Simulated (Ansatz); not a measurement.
Ligand exchange: CH2Br2 + SiI4 → CHBr2I + SiHI3

Species: CH2Br2 (dibromomethane) `BrCBr`, singlet; SiI4 `I[Si](I)(I)I`, singlet; CHBr2I (dibromoiodomethane) `BrC(Br)I`, singlet; SiHI3 (triiodosilane) `I[SiH](I)I`, singlet. The partners trade H for I: C–H and Si–I bonds give way to C–I and Si–H.

Shapes, held fixed at every level: PBE0-D4/def2-TZVP. Programs: Ansatz 0.2.0. The zero-point and thermal change to 298 K, harmonic and unscaled (PBE0-D4/def2-TZVP), is -9.3 kJ/mol.

```csv
level,kind,ΔH(298 K) (kJ/mol),less CCSD(T)/def2-TZVPP
HF/def2-TZVPP,Hartree–Fock,+145.9,+11.5
SPW92/def2-TZVPP,LDA,+134.7,+0.3
PBE-D4/def2-TZVPP,GGA,+139.2,+4.8
BHLYP-D4/def2-TZVPP,global hybrid,+150.9,+16.5
r2SCAN0-D4/def2-TZVPP,global hybrid,+147.9,+13.5
MP2/def2-TZVPP,perturbation theory,+142.1,+7.7
CCSD(T)/def2-TZVPP,coupled cluster or CI,+134.4,0.0
```

The highest level, CCSD(T)/def2-TZVPP, gives ΔH(298 K) = +134.4 kJ/mol; the levels span +134.4 to +150.9. The column of differences is taken from that level and isn't an error. No measured value is set beside it here. For atoms past krypton def2 sets carry core potentials with scalar relativity. Relativity is left out for Br. Outer-core shells of Br, I are correlated in most correlated rows, in sets that cover them unevenly.
